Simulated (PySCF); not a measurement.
**How ionic is MB along the lanthanides?**

PBE0 in PySCF with x2c-SVPall on every atom, spin-free X2C, for the lowest determinant that a PBE0 search found; no spin–orbit coupling. A negative dipole means M(+)B(−).

```csv
M,state (unpaired electrons),Re (Å),μ (D)
La,"quintet (σ ↑↑, π ↑↑)",2.337,-4.18
Ce,sextet (f population 1.2),2.282,-4.05
Pr,septet (f population 2.5),2.315,-4.72
Nd,octet (f population 3.7),2.335,-5.16
Pm,nonet (f population 4.7),2.324,-5.04
Sm,decet (f population 5.9),2.377,-5.52
Eu,2S+1 = 11 (f population 7.0),2.394,-5.58
Dy,octet (f population 9.7),2.341,-4.90
Ho,septet (f population 10.9),2.349,-5.33
```

Problem. Give the ionic character |μ|/(e·Re) of each, with 1 e·Å = 4.803 D, and the positive end.

Solution. LaB 37 % (La positive), CeB 37 % (Ce positive), PrB 42 % (Pr positive), NdB 46 % (Nd positive), PmB 45 % (Pm positive), SmB 48 % (Sm positive), EuB 49 % (Eu positive), DyB 44 % (Dy positive), HoB 47 % (Ho positive). Lone pairs and polarisation enter μ too, so this number is only a rough measure of charge transfer.

Spin–orbit coupling is left out. The state is the lowest single determinant that the PBE0 search found; with open d or f shells the true ground state can be another one.
